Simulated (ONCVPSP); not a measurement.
## Scattering properties, ONCV potential for gallium (Ga)

* Element: gallium (Ga)
* Generator: ONCVPSP 4.0.1
* Type: optimised norm-conserving Vanderbilt (ONCV)
* Functional: PBE
* Relativity: scalar-relativistic
* Frozen core: [Ne] 3s2
* Valence charge: 19
* Reference configuration: 3p6 3d10 4s2 4p1
* Partial waves: 4s: rc 2.00 bohr, ncon 4, nbas 7, qcut 4 1/bohr, 2 projectors, debl 3.9 Ha; 3p+4p: rc 1.35 bohr, ncon 4, nbas 7, qcut 7.9 1/bohr, 2 projectors; 3d: rc 1.00 bohr, ncon 4, nbas 8, qcut 18.6 1/bohr, local
* Local potential: the d channel
* Core correction: Teter function, fcfact 3.75, rcfact 1.5

The phase is arctan(r·R′/R) of the radial function R(r), unwrapped; energies in Ha, scanned from -5 to 5 Ha. A pole is an energy at which the radial function vanishes at the test radius. The pseudo phase is shifted by a multiple of π to meet the all-electron one at the reference energy, and phase errors are pseudo minus all-electron; the curves can meet again beyond the range given. Levels narrower than the energy grid can be missing from the lists of poles.

For each channel, where are the poles, and over which energies does the pseudopotential scatter like the atom?

```tsv
channel	radius (bohr)	reference energy (Ha)	poles, all-electron	poles, pseudo	unbroken range about the reference energy with phases within 0.05 rad	phase error 1 Ha above the reference energy (rad)
s	2.03	-0.33	1.24	1.24	the whole range	-0.001
p	1.37	-0.09	-3.36	-3.36	the whole range	+0.001
d	1.01	-0.70	0.99	1.08	below 3.0	+0.006
```

Note: ghosts flagged at negative energy: s at -452.4 eV; GHOST(+) flagged for s at 180.0 eV. A true bound ghost makes a file unfit for plane-wave use.

Phases in the s channel:

```json
{"E (Ha)": "-4.96", "all-electron": "1.371", "pseudo": "1.367"}
{"E (Ha)": "-4.48", "all-electron": "1.354", "pseudo": "1.351"}
{"E (Ha)": "-4.00", "all-electron": "1.334", "pseudo": "1.332"}
{"E (Ha)": "-3.52", "all-electron": "1.308", "pseudo": "1.307"}
{"E (Ha)": "-3.04", "all-electron": "1.274", "pseudo": "1.273"}
{"E (Ha)": "-2.56", "all-electron": "1.225", "pseudo": "1.223"}
{"E (Ha)": "-2.08", "all-electron": "1.145", "pseudo": "1.144"}
{"E (Ha)": "-1.60", "all-electron": "0.997", "pseudo": "0.995"}
{"E (Ha)": "-1.12", "all-electron": "0.638", "pseudo": "0.635"}
{"E (Ha)": "-0.64", "all-electron": "-0.305", "pseudo": "-0.305"}
{"E (Ha)": "-0.16", "all-electron": "-1.077", "pseudo": "-1.077"}
{"E (Ha)": "0.32", "all-electron": "-1.358", "pseudo": "-1.358"}
{"E (Ha)": "0.80", "all-electron": "-1.491", "pseudo": "-1.492"}
{"E (Ha)": "1.28", "all-electron": "-1.577", "pseudo": "-1.578"}
{"E (Ha)": "1.76", "all-electron": "-1.648", "pseudo": "-1.649"}
{"E (Ha)": "2.24", "all-electron": "-1.723", "pseudo": "-1.724"}
{"E (Ha)": "2.72", "all-electron": "-1.826", "pseudo": "-1.827"}
{"E (Ha)": "3.20", "all-electron": "-2.020", "pseudo": "-2.021"}
{"E (Ha)": "3.68", "all-electron": "-2.585", "pseudo": "-2.585"}
{"E (Ha)": "4.16", "all-electron": "-3.791", "pseudo": "-3.801"}
{"E (Ha)": "4.64", "all-electron": "-4.288", "pseudo": "-4.302"}
```
